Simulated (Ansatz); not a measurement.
`N[SiH2]BF` + HCl → `FB[SiH2]Cl` + NH₃ at 298.15 K and 1 bar (ligand exchange at the Si–N bond).

Isolated molecules relaxed with PBE0-D4/def2-TZVP in Ansatz; ΔE leaves out vibrations. CCSD(T)/CBS is the MP2 limit (def2-TZVPP, def2-QZVPP) plus CCSD(T) − MP2 in def2-TZVPP, frozen cores. This one scheme is used for every species. One conformer a species, not always the lowest.

```csv
species,CCSD(T)/CBS energy (Eh),H − E (kJ/mol),S (J/(mol·K))
`N[SiH2]BF`,-471.43000,171.3,331.4
HCl,-460.38127,26.6,186.8
`FB[SiH2]Cl`,-875.32301,105.9,326.3
NH₃,-56.50880,100.5,192.4
```

H − E and S are ideal-gas, rigid-rotor, harmonic terms from PBE0-D4/def2-TZVP, for one conformer and one mirror image of each species. 1 Eh = 2625.50 kJ/mol, R = 8.31446 J/(mol·K).

**Question.** By hand: ΔE, ΔH, ΔS and ΔG.

**Answer.** ΔE = (-875.32301) + (-56.50880) − (-471.43000) − (-460.38127) = -0.02054 Eh = -53.9 kJ/mol. Δ(H − E) = 105.9 + 100.5 − 171.3 − 26.6 = 8.5, so ΔH = -45.4 kJ/mol. ΔS = 326.3 + 192.4 − 331.4 − 186.8 = 0.5 J/(mol·K). ΔG = -45.4 − 298.15 × (0.5)/1000 = -45.5 kJ/mol.

**Question.** By hand: the equilibrium constant, and the temperature at which ΔG would vanish if ΔH and ΔS stayed fixed.

**Answer.** log₁₀ K = −ΔG/(RT ln 10) = 8.0. ΔH and −TΔS have one sign here, so there is no such temperature.

The number of gas molecules stays the same, so ΔS is small and ΔH decides. A doubt of 5 kJ/mol in ΔE shifts log₁₀ K by 0.9 here. Other conformers and mirror images would add mixing entropy, several J/(mol·K) or more a flexible species. Modes under 60 cm⁻¹, often nearly free rotors, make the harmonic entropy too high. These are equilibria of isolated gas molecules and say nothing of rates. Largest T1 diagnostic: 0.013 (customary marks: 0.02 for closed shells, 0.045 for open ones).

ΔS is within the doubt of such terms, so its sign, and with it that verdict, could turn.
